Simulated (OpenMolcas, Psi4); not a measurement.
## BSiH3OF2 (SMILES FB(F)O[SiH3]): the vertical energy of the triplet above the singlet, rung by rung

BSiH3OF2: 8 atoms, total charge 0, spin state singlet. As SMILES, `FB(F)O[SiH3]`. The shape is that of a PBE0-D4/def2-TZVP optimisation.

```xyz
8

F     1.6446   -1.9362    1.0918
B     0.5857   -1.2617    0.6877
F    -0.6077   -1.7939    0.9224
O     0.7266   -0.0844    0.0648
Si   -0.3451    1.0149   -0.5682
H    -1.2346    1.5176    0.5061
H     0.4695    2.1165   -1.1249
H    -1.1469    0.3700   -1.6355
```

Quantity: the vertical energy of the triplet above the singlet, in eV. The values are calculated.

```json
{"level": "HF/cc-pVDZ", "kind": "Hartree–Fock", "program": "Psi4", "value (eV)": "8.62", "CPU time (all runs)": "18 s"}
{"level": "SVWN5/cc-pVDZ", "kind": "LDA", "program": "OpenMolcas", "value (eV)": "7.13", "CPU time (all runs)": "69 s"}
{"level": "PBE/cc-pVDZ", "kind": "GGA", "program": "OpenMolcas", "value (eV)": "7.22", "CPU time (all runs)": "1.9 min"}
{"level": "TPSS/cc-pVDZ", "kind": "meta-GGA", "program": "OpenMolcas", "value (eV)": "7.48", "CPU time (all runs)": "2.9 min"}
{"level": "B3LYP/cc-pVDZ", "kind": "global hybrid", "program": "OpenMolcas", "value (eV)": "7.74", "CPU time (all runs)": "94 s"}
{"level": "BHLYP/cc-pVDZ", "kind": "global hybrid", "program": "OpenMolcas", "value (eV)": "8.27", "CPU time (all runs)": "83 s"}
{"level": "M06-2X/cc-pVDZ", "kind": "hybrid meta-GGA", "program": "OpenMolcas", "value (eV)": "8.15", "CPU time (all runs)": "2.2 min"}
{"level": "PBE0/cc-pVDZ", "kind": "global hybrid", "program": "OpenMolcas", "value (eV)": "7.69", "CPU time (all runs)": "1.8 min"}
```

The values span 7.13 to 8.62 eV. A triplet this far above the singlet is often a Rydberg-like or dissociative state; sets without diffuse functions put Rydberg states too high. CPU times are rough (shared hosts, several kinds of processor): they show what a rung costs within a factor of a few.
